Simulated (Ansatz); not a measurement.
Consider the redistribution: `O[SiH2][SiH2]O` + `FCN[SiH2]Cl` → `O[SiH2][SiH](O)Cl` + `FCN[SiH3]`.

Program: Ansatz. Geometries: PBE0-D4/def2-TZVP. ΔE: electronic, gas phase. CCSD(T)/CBS adds triple-zeta CCSD(T) − MP2 to the extrapolated MP2 energy (def2 sets, frozen cores). Each species was taken in one conformer, which may not be the lowest.

`O[SiH2][SiH2]O`:

Cartesian coordinates in Å:
```
O -0.129 -1.001 -1.419
Si -1.012 -0.506 -0.095
Si 0.607 0.853 0.942
O 1.877 0.861 -0.115
H -0.545 -1.579 -2.060
H -1.458 -1.677 0.715
H -2.246 0.214 -0.523
H 1.027 0.310 2.263
H 0.125 2.243 1.166
H 1.755 0.284 -0.874
```

`FCN[SiH2]Cl`:

Z-matrix (Å, degrees):
```
C
N 1 1.409
F 1 1.392 2 111.7
H 1 1.093 2 110.4 3 118.6
H 1 1.093 2 111.9 3 -118.7
Si 2 1.709 1 125.3 3 -100.3
H 2 1.008 1 114.8 3 79.5
Cl 6 2.064 2 113.0 1 -91.8
H 6 1.478 2 109.0 1 150.4
H 6 1.477 2 108.2 1 25.7
```

`O[SiH2][SiH](O)Cl`:

Cartesian coordinates in Å:
```
O 1.886 -1.009 0.009
Si 0.522 -0.922 0.933
Si -0.968 0.492 -0.205
O 0.077 1.454 -1.042
Cl -2.176 -0.553 -1.515
H 2.060 -0.245 -0.545
H 0.800 -0.356 2.284
H -0.015 -2.294 1.099
H -1.909 1.306 0.608
H -0.278 2.127 -1.626
```

`FCN[SiH3]`:

```xyz
10

F     0.317   -2.053    0.565
C    -0.120   -0.826    1.085
N    -0.652    0.024    0.102
Si    0.329    0.917   -1.014
H    -0.866   -1.072    1.844
H     0.755   -0.365    1.550
H    -1.590   -0.218   -0.178
H    -0.507    2.016   -1.561
H     1.474    1.450   -0.235
H     0.860    0.127   -2.158
```

```csv
species,CCSD/CBS(def2) energy (Eh)
`O[SiH2][SiH2]O`,-732.16731
`FCN[SiH2]Cl`,-944.44689
`O[SiH2][SiH](O)Cl`,-1191.39889
`FCN[SiH3]`,-485.21661
```

(1) Work out ΔE.

Largest T1 diagnostic among the species: 0.012.

Results:

(1) ΔE = (-1191.39889) + (-485.21661) − (-732.16731) − (-944.44689) = -0.00130 Eh = -0.8 kcal/mol. CCSD(T)/CBS gives -0.9 kcal/mol.
